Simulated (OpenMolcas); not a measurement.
**Multiplet structure of Si**

```
Program             : OpenMolcas 26.06
Method              : CASSCF
Basis               : ANO-RCC-VTZP [5s4p2d1f]
Scalar Hamiltonian  : DKH2, point nucleus
Active space        : 4 electrons in 4 orbitals (3s 3p)
State averaging     : 2S+1 = 3 even, 3 roots; 2S+1 = 1 even, 6 roots; 2S+1 = 5 odd, 1 root; 2S+1 = 3 odd, 5 roots (0 in the spin-orbit step)
Spin-orbit coupling : RASSI with atomic mean-field integrals over the reference wave functions, term energies averaged over their components
```

With spin-orbit coupling, above the lowest level:

| Configuration | Term | J | E (cm-1) | Measured (cm-1) | g | Term weight % |
| --- | --- | --- | --- | --- | --- | --- |
| 3s2 3p2 | 3P | 0 | 0.0 | 0.0 |  | 100 |
| 3s2 3p2 | 3P | 1 | 66.8 | 77.1 | 1.501 | 100 |
| 3s2 3p2 | 3P | 2 | 195 | 223 | 1.501 | 100 |
| 3s2 3p2 | 1D | 2 | 8848 | 6299 | 1.000 | 100 |
| 3s2 3p2 | 1S | 0 | 15569 | 15394 |  | 100 |
| 3s 3p3 | 5S* | 2 | 22835 | 33326 | 2.002 | 100 |

Against the 5 measured excited levels shown (NIST Handbook of Basic Atomic Spectroscopic Data) the mean absolute deviation is 2700 cm-1; the largest miss in energy is 3s 3p3 5S* 2: computed 22835, measured 33326 cm-1 (-31.5 %), and the largest in proportion 3s2 3p2 1D2 (+40.5 %).

Spin-orbit coupling puts the lowest level 131 cm-1 below the lowest spin-free term.

For 3P the intervals divided by the larger J are 66.8, 64.0 cm-1. Landé's interval rule makes them equal in pure LS coupling; they differ by 4 % of their mean. The multiplet is regular.

Without dynamic correlation excited terms often stand tens of per cent too high (terms of higher spin than the ground term too low), and those without a measured partner can miss by more than the paired ones. Terms of s pⁿ other than that of highest spin mix with s² pⁿ⁻² d, which this space lacks; all of them can be thousands of cm-1 off, and some have no real level of that name. Measured partners are found by configuration, term and J. A level has none where our copy of the source lacks it or the pairing is in doubt (some pairs that miss far off the trend of their configuration count as doubtful), and it then counts in no deviation. Levels of configurations outside the active space are missing. The first state left out of the spin-orbit step lies near 54000 cm-1 above the lowest spin-free state of the reference (among the parities and spins computed), and the list stops at four fifths of that energy or lower.

The term weight is that of the spin-free term in the level, not the purity of its configuration. * marks odd parity.
